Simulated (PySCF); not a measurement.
**Ne²⁺ (neon, charge +2) across methods**

[He] 2s1 2p5, high-spin 3P determinant (an excited configuration). All numbers are calculated (PySCF 2.14, the spin-free X2C one-electron Hamiltonian (Gaussian nucleus), in dyall-av3z (15s9p3d2f, 71 functions)).

```
 method  E (hartree)  mean ε 2s α (eV)  mean ε 2p α (eV)  mean ε 2p β (eV)  Σ⟨r²⟩ (bohr²)   ⟨S²⟩
   BLYP    -125.9599           -79.840           -56.485           -52.113          5.097  2.001
 r2SCAN    -125.8897           -82.726           -57.832           -52.534          5.046  2.002
    PBE    -125.8521           -80.057           -56.560           -52.021          5.089  2.001
 M06-2X    -125.8966           -88.743           -63.226           -57.381          5.065  2.002
    LDA    -125.1969           -79.540           -56.600           -51.991          5.107  2.001
r2SCANh    -125.8810           -84.438           -59.113           -53.460          5.044  2.002
    UHF   -125.54131           -99.588           -69.976           -60.432          5.043  2.003
   PBE0    -125.8356           -85.146           -60.121           -54.488          5.066  2.001
LC-wPBE    -125.8861           -86.232           -62.281           -57.556          5.086  2.001
```
